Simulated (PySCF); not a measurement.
CsLi⁻: frontier orbitals

CAM-B3LYP at R = 4.233 Å; basis Cs def2-SVPD with ECP46, Li def2-SVPD; scalar-relativistic core potentials; PySCF 2.14. State: ²Σ⁺ (doublet), unpaired electrons σ ↑. Only the outer orbitals are listed, counted within each symmetry, core potentials removing the inner ones.

| spin | orbital | occ. | ε (eV) | on Cs (%) | main shells (%) |
| --- | --- | --- | --- | --- | --- |
| α | 1σ | 1 | -52.78 | 0 | 100 Li s |
| α | 2σ | 1 | -28.10 | 100 | 100 Cs s |
| α | 1π | 1 | -13.33 | 100 | 100 Cs p |
| α | 1π | 1 | -13.33 | 100 | 100 Cs p |
| α | 3σ | 1 | -13.24 | 100 | 100 Cs p |
| α | 4σ | 1 | -1.05 | 33 | 68 Li s, 33 Cs s |
| α | 5σ | 1 | -0.20 | 80 | 50 Cs s, 30 Cs p, 16 Li s |
| α | 2π | 0 | 1.48 | 101 | 101 Cs p |
| α | 2π | 0 | 1.48 | 101 | 101 Cs p |
| α | 6σ | 0 | 1.56 | 99 | 97 Cs p |
| β | 1σ | 1 | -52.73 | 0 | 100 Li s |
| β | 2σ | 1 | -28.08 | 100 | 100 Cs s |
| β | 1π | 1 | -13.31 | 100 | 100 Cs p |
| β | 1π | 1 | -13.31 | 100 | 100 Cs p |
| β | 3σ | 1 | -13.22 | 100 | 100 Cs p |
| β | 4σ | 1 | -0.88 | 46 | 52 Li s, 36 Cs s |
| β | 5σ | 0 | 1.41 | 102 | 92 Cs p, 11 Cs s |
| β | 2π | 0 | 1.44 | 101 | 101 Cs p |
| β | 2π | 0 | 1.44 | 101 | 101 Cs p |

Task: Which are the highest filled and the lowest empty level, where do they sit, and how wide is the gap?

Result: Highest filled α 5σ at -0.20 eV (in %: 50 Cs s, 30 Cs p, 16 Li s); lowest empty β 5σ at 1.41 eV (in %: 92 Cs p, 11 Cs s); the gap at CAM-B3LYP is 1.61 eV. An empty level above zero is unbound, and its energy depends on the basis.

The bond order (Mayer) is 0.74. The ⟨S²⟩ is 0.830. The charge on Cs (Mulliken, basis-dependent) is -0.59 and the charge on Cs (Löwdin, basis-dependent) is -0.64. The dipole moment (positive dipole points towards Li; it is taken about the centre of mass and depends on that origin) is -6.33 D, the polarisability along the bond is 1375.7 bohr³ and the polarisability across the bond is 910.9 bohr³.

Shares are Mulliken populations and can fall outside 0 to 100 %.

Spin–orbit coupling is left out. The state is the lowest determinant that a PBE0 search found; another state may lie lower at other levels.
